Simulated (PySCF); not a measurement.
Which determinant of CoN lies lowest?

Unrestricted PBE0; Co def2-TZVPPD, N def2-TZVPPD; no relativity (PySCF 2.14). Outer shells of the fragments: Co 3d7 4s2; N 2s2 2p3.

Followed along the bond (rough minima from three points):

```csv
2Ms+1,unpaired,⟨S²⟩ at the start,R at minimum (Å),Te (eV)
5,"σ ↑, π ↑↑, δ ↑",6.05,1.63,0.00
3,"σ ↑, π ↑↓, δ ↑",3.11,1.67,0.59
5,"π ↑↑↑, δ ↑",6.06,1.86,0.74
3,"σ ↓, π ↑↑, δ ↑",3.07,1.63,0.80
5,"π ↑↑, δ ↑↑",6.13,1.74,1.08
3,"σ ↑, π ↑",2.75,none in the scan,≤ 0.88
```

Solutions found at the starting distance of 1.725 Å, counted from the lowest of them; the search is not exhaustive and high or unbound solutions are not listed, so other states can lie among these:

| 2Ms+1 | unpaired | term | E (eV) | ⟨S²⟩ | ⟨Lz²⟩ | μ (D) |
| --- | --- | --- | --- | --- | --- | --- |
| 5 | σ ↑, π ↑↑, δ ↑ | ⁵Δ | 0.00 | 6.05 | 4.01 | -4.42 |
| 3 | σ ↑, π ↑↓, δ ↑ | mixed | 0.53 | 3.11 | 6.03 | -4.12 |
| 3 | σ ↓, π ↑↑, δ ↑ | mixed | 0.79 | 3.07 | 4.01 | -3.92 |
| 5 | π ↑↑↑, δ ↑ | mixed | 0.81 | 6.06 | 4.49 | -3.85 |
| 5 | π ↑↑, δ ↑↑ | ⁵Σ⁺ | 1.00 | 6.13 | 0.00 | -3.44 |
| 3 | σ ↑, π ↑ | mixed | 1.04 | 2.75 | 1.67 | -4.42 |
| 3 | π ↑, δ ↑ | mixed | 1.17 | 2.03 | 4.39 | -3.99 |
| 1 | σ ↓, π ↑↓, δ ↑ | mixed | 1.23 | 2.02 | 6.01 | -4.22 |
| 3 | σ ↑, δ ↑ | mixed | 1.24 | 2.78 | 6.01 | -4.19 |
| 3 | π ↑, δ ↑ | mixed | 1.27 | 2.07 | 5.02 | -3.81 |

A term symbol is given only where ⟨S²⟩ and ⟨Lz²⟩ are close to those of a pure state; real π, δ and φ orbitals otherwise mix terms. A positive dipole means Co(−)N(+).

**Question.** Compare the gap between the two lowest followed solutions at the starting distance with the gap between their minima.

**Answer.** At PBE0 the second solution (Ms = 1 of mixed spin, unpaired electrons σ ↑, π ↑↓, δ ↑) lies +0.53 eV from the first (quintet, unpaired electrons σ ↑, π ↑↑, δ ↑) at 1.725 Å and +0.59 eV at the minima; the two curves relax by different amounts, since their minima lie near 1.67 and 1.63 Å.

The state is the lowest single determinant that the PBE0 search found; with open d or f shells the true ground state can be another one.
